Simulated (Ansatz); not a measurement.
Ansatz (a program for electronic structure) input:

Ansatz 0.2 input:
```yaml
crystal:
  periodic: [false, false, false]
  atoms:
    - {symbol: C, position_ang: [-0.66074105, -0.79485535, 0.01128650]}
    - {symbol: C, position_ang: [-0.71005006, 0.68414720, -0.30500100]}
    - {symbol: C, position_ang: [0.57374747, 0.18473902, 0.29077696]}
    - {symbol: N, position_ang: [1.72633523, 0.19980793, -0.42236726]}
    - {symbol: H, position_ang: [-0.62310057, -1.46644181, -0.83698039]}
    - {symbol: H, position_ang: [-1.29144479, -1.14998502, 0.82427732]}
    - {symbol: H, position_ang: [-1.37432881, 1.30970286, 0.28928284]}
    - {symbol: H, position_ang: [-0.69981475, 0.95724817, -1.35326970]}
    - {symbol: H, position_ang: [0.59673458, 0.35405320, 1.40971794]}
    - {symbol: H, position_ang: [2.46714709, -0.25652334, 0.13469608]}
basis:
  gaussian:
    orbitals: def2-TZVP
hamiltonian:
  xc: b3lyp
  dispersion: d3bj
total_charge: -1
relax: {f_tol: 0.002, max_steps: 150}
```

Question: What final total energy does it print?

Answer: -172.67685 Eh (B3LYP-D3(BJ)/def2-TZVP). The basis has 160 functions. The run takes about 60 core-seconds (a rough figure).

It need not be the lowest isomer of its formula. Whether it binds its extra electron was not tested at this geometry.
